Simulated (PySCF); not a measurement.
Species: C₇H₁₃P.
Atom-mapped SMILES: `[CH3:1][C:2]#[C:3][PH:4][C:5]([CH3:6])([CH3:7])[CH3:8]` (hydrogens: H9, H10, H11 on C1; H12 on P4; H13, H14, H15 on C6; H16, H17, H18 on C7; H19, H20, H21 on C8)

The same species was optimised twice, with GFN2-xTB and with PBE0-D3(BJ)/def2-SVP (PySCF), and the same property calculations (PySCF, gas phase) were run on both structures.

| coordinate | GFN2-xTB | PBE0-D3(BJ)/def2-SVP | change |
| --- | --- | --- | --- |
| C2≡C3 (Å) | 1.206 | 1.219 | +0.013 |
| C3–P4 (Å) | 1.761 | 1.768 | +0.007 |
| C1–C2 (Å) | 1.446 | 1.452 | +0.006 |
| P4–C5 (Å) | 1.895 | 1.892 | -0.003 |
| C5–C6 (Å) | 1.526 | 1.524 | -0.002 |
| C5–C8 (Å) | 1.529 | 1.530 | +0.001 |
| C5–C7 (Å) | 1.528 | 1.529 | +0.001 |
| C1–C2–C3 (°) | 176.6 | 179.5 | +2.9 |
| C3–P4–C5 (°) | 99.1 | 101.7 | +2.6 |
| C2–C3–P4 (°) | 172.3 | 173.5 | +1.2 |
| P4–C5–C8 (°) | 106.8 | 105.7 | -1.1 |
| P4–C5–C6 (°) | 111.6 | 112.6 | +1.0 |
| P4–C5–C7 (°) | 107.8 | 107.2 | -0.6 |
| C6–C5–C8 (°) | 110.1 | 110.5 | +0.4 |
| C7–C5–C8 (°) | 110.0 | 110.3 | +0.3 |
| C3–P4–C5–C6 (°) | -52 | -50 | +2 |

Rotational constants: A = 3064, B = 906.3, C = 835.0 MHz (GFN2-xTB) against A = 3079, B = 880.1, C = 814.4 MHz (PBE0-D3(BJ)/def2-SVP). Point groups within 0.08 Å: C1 and C1.

On the GFN2-xTB structure: HOMO (eV) -6.55 [PBE0/pcSseg-1]; LUMO (eV) 0.20 [PBE0/pcSseg-1]; dipole (D) 1.66 [PBE0/pcSseg-1]; GIAO shielding of C1 (ppm) 180.7 [PBE0/pcSseg-1]; GIAO shielding of C2 (ppm) 74.8 [PBE0/pcSseg-1]; GIAO shielding of C3 (ppm) 106.3 [PBE0/pcSseg-1]; GIAO shielding of P4 (ppm) 398.3 [PBE0/pcSseg-1]; GIAO shielding of C5 (ppm) 152.4 [PBE0/pcSseg-1]; GIAO shielding of C6/C7/C8 (mean) (ppm) 155.3 [PBE0/pcSseg-1].

Q: What do these properties become on the PBE0-D3(BJ)/def2-SVP structure?

A: 
```tsv
property	level	on GFN2-xTB	on PBE0-D3(BJ)/def2-SVP	change
HOMO (eV)	PBE0/pcSseg-1	-6.55	-6.45	+0.10
LUMO (eV)	PBE0/pcSseg-1	0.20	0.12	-0.08
dipole (D)	PBE0/pcSseg-1	1.66	1.65	-0.01
energy, GFN2-xTB geometry as zero (kcal/mol)	PBE0/pcSseg-1	0.0	-1.0	-1.0
GIAO shielding of C1 (ppm)	PBE0/pcSseg-1	180.7	178.3	-2.4
GIAO shielding of C2 (ppm)	PBE0/pcSseg-1	74.8	72.9	-1.9
GIAO shielding of C3 (ppm)	PBE0/pcSseg-1	106.3	105.4	-0.9
GIAO shielding of P4 (ppm)	PBE0/pcSseg-1	398.3	382.6	-15.7
GIAO shielding of C5 (ppm)	PBE0/pcSseg-1	152.4	152.4	0.0
GIAO shielding of C6/C7/C8 (mean) (ppm)	PBE0/pcSseg-1	155.3	153.6	-1.7
```

The heavy atoms differ by 0.049 Å rms after alignment. Among bonds between heavy atoms C2≡C3 changes most (+0.013 Å). Changes are differences of the printed values. Neither structure is proved a minimum here.

Shape of the structure used: `[CH3:1][C:2]#[C:3][PH:4][C:5]([CH3:6])([CH3:7])[CH3:8]`: C3–P4–C5–C6 -50°.
